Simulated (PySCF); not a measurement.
## GaOF: one-bond stretch

Method: PySCF, PBE0, basis Ga def2-TZVP, O def2-TZVP, F def2-TZVP (no relativity, density fitting).

Rigid scan from the singlet minimum (Ga–F 1.711 Å, Ga–O 1.642 Å; F–Ga–O 180.0°). Coordinate: the bond from Ga to the last atom (F) scaled, the rest fixed. Energies in kJ/mol from the minimum.

**Question.** Predict the curve at 0.92, 0.96, 1.00, 1.05, 1.12, 1.20, 1.35, 1.55, 1.80, 2.20.

**Answer.** 
| scale of one bond | E (kJ/mol) | dipole size (D) |
| --- | --- | --- |
| 0.92 | 35.5 | 3.18 |
| 0.96 | 7.7 | 2.86 |
| 1.00 | 0.0 | 2.53 |
| 1.05 | 9.2 | 2.12 |
| 1.12 | 43.1 | 1.56 |
| 1.20 | 96.5 | 0.94 |
| 1.35 | 205.2 | 0.13 |
| 1.55 | 332.5 | – |
| 1.80 | 447.8 | – |
| 2.20 | 554.5 | – |

At long bonds a restricted determinant can lie too high, and another spin state can fall below this curve.

Other isomers or separated fragments may lie lower.

The scan took 12 s on 2 threads of a shared Arm Neoverse V2 host; the process peaked at 0.96 GiB.
